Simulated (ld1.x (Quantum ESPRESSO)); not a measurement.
Pseudopotential generation for lanthanum: TM semilocal, PBEsol, non-relativistic.

ld1.x (Quantum ESPRESSO) 7.5 input, shortened:

```
&input
   title='La', zed=57., rel=0, dft='PBESOL', iswitch=3,
   config='[Xe] 4f1 5d0 6s2 6p0'
 /
 &inputp
   pseudotype=1, tm=.true., lloc=2,
   nlcc=.true., rcore=0.65
 /
4
5S  1  0   2.00   0.00  1.60  1.60  0.0
5P  2  1   6.00   0.00  2.50  2.50  0.0
4F  4  3   1.00   0.00  1.15  1.15  0.0
5D  3  2   0.00   0.00  2.75  2.75  0.0
 &test
   configts(1)='4f1 5s2 5p6 5d0 6s2 6p0'
 /
```

Occupied shells without a wave of their own: 6s. They enter only through the test configuration that unscreens the potential, and ld1.x also counts them in the model core charge.

Question: Does this generation succeed?

Answer: No. ld1.x (Quantum ESPRESSO) 7.5 stopped with "run_pseudo: Errors in PS-KS equation": the pseudo-atom solver did not find the valence states with the expected number of nodes, which is the usual sign of a ghost state. Before that it printed "Warning: n=2, l=0 expected 1 nodes, found 0".
